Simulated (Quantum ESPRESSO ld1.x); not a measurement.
Task: The aim is the sulfur ion S3+ in [Ne] 3s2 3p1. This ld1.x (Quantum ESPRESSO 7.5) run was made with `OMP_NUM_THREADS=1 ld1.x < ld1.in > ld1.out`. Can the result be used? Name any fault.

```
 &input
    zed=16.0,
    iswitch=1,
    rel=1,
    lsd=1,
    dft='BLYP',
    config='[Ne] 3s2 3p1',
    prefix='ld1',
    max_out_wfc=37,
    file_charge='ld1.rho',
 /
```

Output (excerpt):

```
     Program LD1 v.7.5 starts

     --------------------------- All-electron run ----------------------------

     scalar relativistic calculation

     atomic number is 16.00
     dft =BLYP   lsd =1 sic =0 latt =0  beta=0.20 tr2=1.0E-14
     Exchange-correlation= BLYP
                           (   1   3   1   3   0   0   0)
     mesh =1923 r(mesh) =  99.82426 a.u. xmin = -8.00 dx = 0.00800
     1 Ry =  13.60569312 eV, c = 137.03599908

     n l     nl                  e(Ry)          e(Ha)          e(eV)
     1 0     1S 1( 1.00)      -180.1180       -90.0590     -2450.6304
     2 0     2S 1( 1.00)       -18.6145        -9.3072      -253.2631
     2 1     2P 1( 3.00)       -14.5889        -7.2944      -198.4919
     3 0     3S 1( 1.00)        -3.8972        -1.9486       -53.0241
     3 1     3P 1( 1.00)        -3.0168        -1.5084       -41.0461
     1 0     1S 2( 1.00)      -180.1041       -90.0521     -2450.4415
     2 0     2S 2( 1.00)       -18.6052        -9.3026      -253.1364
     2 1     2P 2( 3.00)       -14.5734        -7.2867      -198.2811
     3 0     3S 2( 1.00)        -3.8248        -1.9124       -52.0392
     3 1     3P 2( 0.00)        -2.9497        -1.4749       -40.1331

     final scf error:  8.0E-15 reached in  18 iterations

     Etot =    -789.797533 Ry,    -394.898766 Ha,  -10745.742857 eV
     Total magnetization:    1.00 Bohr mag.

     Ekin =     796.559214 Ry,     398.279607 Ha,   10837.740214 eV
     Encl =   -1852.911417 Ry,    -926.455709 Ha,  -25210.144127 eV
     Eh   =     311.971988 Ry,     155.985994 Ha,    4244.595128 eV
     Exc  =     -45.417317 Ry,     -22.708658 Ha,    -617.934072 eV
```

Result: No (silently wrong). The line at issue: dft='BLYP'. The run ends normally, but in this build (ld1.x 7.5) Etot and Exc of a spin-polarised run lack the gradient corrections of exchange and correlation and come out near their LSDA values (nitrogen, PBE: -54.132 hartree against -54.536 from two other codes). The eigenvalues and orbitals are those of the GGA; the energies must not be used. The sound input gives -395.3369 hartree.
